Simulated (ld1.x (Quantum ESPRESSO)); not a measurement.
u(r) = r·R(r): atom against pseudo-atom (Hg)

Columns: radius, all-electron u(r) and pseudo u(r) of the 6s shell (level -5.59 eV) of mercury in the configuration [Xe] 4f14 5d10 6s2 6p0; LDA (PZ), non-relativistic, PAW scheme, ld1.x (Quantum ESPRESSO) 7.5.

```csv
r (bohr),all-electron,pseudo
0.123,0.1022,-0.0157
0.245,-0.0518,-0.0325
0.368,-0.1827,-0.0517
0.490,-0.0255,-0.0740
0.613,0.1724,-0.1004
0.735,0.2790,-0.1309
0.858,0.2824,-0.1662
0.980,0.2118,-0.2055
1.103,0.0999,-0.2490
1.225,-0.0255,-0.2951
1.348,-0.1499,-0.3434
1.470,-0.2622,-0.3919
1.593,-0.3600,-0.4400
1.715,-0.4405,-0.4853
1.838,-0.5054,-0.5272
1.960,-0.5550,-0.5637
2.083,-0.5917,-0.5941
2.205,-0.6167,-0.6170
2.328,-0.6321,-0.6321
2.450,-0.6392,-0.6392
2.573,-0.6396,-0.6396
2.695,-0.6344,-0.6344
2.818,-0.6245,-0.6245
2.940,-0.6112,-0.6112
3.063,-0.5950,-0.5950
3.185,-0.5767,-0.5767
```

Q: How many radial nodes do the two functions have?

A: The all-electron 6s function has n − l − 1 = 5 (the table is too coarse to show those close to the nucleus); the pseudo-wave has 0, since the states of the same l below it are removed with the core.

Q: At about which radius was the pseudo-wave matched?

A: 2.35 bohr. The columns agree to 0.0005 from 2.21 bohr on; several derivatives are matched, so the curves merge somewhat inside the radius.

Q: Is the pseudo-wave norm-conserving?

A: No, it belongs to a PAW set: the norm inside the radius is not constrained, and the difference is carried by the augmentation charge.
